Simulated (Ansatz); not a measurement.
Molecule: CH4BO, net charge 0, doublet state. It need not be the lowest isomer of its formula. 
Structure (B3LYP-D3(BJ)/def2-TZVP (Ansatz, a first-principles code) minimum search):
```xyz
7

B      0.5676    -0.0665     0.0187
C     -0.5486    -1.1450     0.1935
O      0.4248     1.2418    -0.2120
H     -1.5633    -0.7317     0.1085
H     -0.4355    -1.9341    -0.5543
H     -0.4571    -1.6329     1.1673
H     -0.4890     1.5675    -0.2804
```
Charge 0, spin multiplicity 2.

Computed values are from Ansatz. Valence correlation only, unless marked. Open shells are spin-unrestricted. No spin-orbit coupling. No relativistic terms. Basis-set limits of correlation are two-point, X^-3; Hartree-Fock from the larger set. [CCSD(T)-MP2]/basis is that difference in the basis named.

```yaml
atomisation energy De: 629.7 kcal/mol at RI-MP2/CBS(cc-pVTZ,cc-pVQZ)+[CCSD(T)-MP2]/cc-pVTZ
total_energy: -140.4031 Eh at RI-MP2/CBS(cc-pVTZ,cc-pVQZ)+[CCSD(T)-MP2]/cc-pVTZ
dipole_moment: 2.23 D at CCSD(T)/aug-cc-pVDZ
T1 diagnostic: 0.014 at CCSD/cc-pVTZ
```
